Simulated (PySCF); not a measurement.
How many f electrons in EuB?

Unrestricted PBE0; PySCF, spin-free X2C with a Gaussian nucleus, basis sets Eu x2c-TZVPall, B x2c-TZVPall. The search starts from ions with several 4f fillings and holds each by maximum overlap.

The lowest solution has 2Ms+1 = 11, about 7.0 4f electrons, near 2.38 Å.

The lowest solution of each spin and filling, followed along the bond (rough minima from three points):

```
2Ms+1  4f population  ⟨S²⟩ at the start  R at minimum (Å)  Te (eV)
   11           6.95              30.01              2.38     0.00
    9           6.97              21.00              2.40     0.46
    7           6.98              13.98              2.42     0.52
```

Solutions at the starting distance of 2.325 Å, counted from the lowest; the search is not exhaustive:

```json
{"2Ms+1": "11", "4f population": "6.95", "E (eV)": "0.00", "⟨S²⟩": "30.01", "⟨Lz²⟩": "0.0", "μ (D)": "-5.28"}
{"2Ms+1": "9", "4f population": "6.97", "E (eV)": "0.47", "⟨S²⟩": "21.00", "⟨Lz²⟩": "2.0", "μ (D)": "-4.60"}
{"2Ms+1": "7", "4f population": "6.98", "E (eV)": "0.53", "⟨S²⟩": "13.98", "⟨Lz²⟩": "0.0", "μ (D)": "-3.72"}
{"2Ms+1": "11", "4f population": "6.92", "E (eV)": "0.53", "⟨S²⟩": "30.01", "⟨Lz²⟩": "1.0", "μ (D)": "-3.60"}
{"2Ms+1": "9", "4f population": "6.93", "E (eV)": "0.74", "⟨S²⟩": "20.85", "⟨Lz²⟩": "1.0", "μ (D)": "-2.46"}
{"2Ms+1": "9", "4f population": "6.94", "E (eV)": "0.88", "⟨S²⟩": "20.99", "⟨Lz²⟩": "1.0", "μ (D)": "-3.67"}
{"2Ms+1": "9", "4f population": "6.95", "E (eV)": "1.21", "⟨S²⟩": "20.05", "⟨Lz²⟩": "2.0", "μ (D)": "-5.11"}
{"2Ms+1": "7", "4f population": "6.95", "E (eV)": "1.22", "⟨S²⟩": "13.00", "⟨Lz²⟩": "1.0", "μ (D)": "-2.66"}
{"2Ms+1": "9", "4f population": "6.96", "E (eV)": "1.37", "⟨S²⟩": "20.11", "⟨Lz²⟩": "1.1", "μ (D)": "-8.66"}
{"2Ms+1": "7", "4f population": "6.97", "E (eV)": "1.51", "⟨S²⟩": "13.21", "⟨Lz²⟩": "1.0", "μ (D)": "-8.34"}
{"2Ms+1": "11", "4f population": "6.95", "E (eV)": "1.99", "⟨S²⟩": "30.01", "⟨Lz²⟩": "1.0", "μ (D)": "-1.32"}
{"2Ms+1": "9", "4f population": "6.03", "E (eV)": "3.18", "⟨S²⟩": "20.01", "⟨Lz²⟩": "4.0", "μ (D)": "-2.61"}
{"2Ms+1": "9", "4f population": "6.06", "E (eV)": "3.32", "⟨S²⟩": "20.02", "⟨Lz²⟩": "5.0", "μ (D)": "-2.73"}
```

Partly filled real f orbitals mix terms, so no term symbols are given. A positive dipole means Eu(−)B(+).

Spin–orbit coupling is left out. Counting both spins, an empty level lies below a filled one in some of these solutions, because spin and occupation are held. With d or f electrons several states lie close, and the lowest PBE0 determinant need not be the measured ground state.
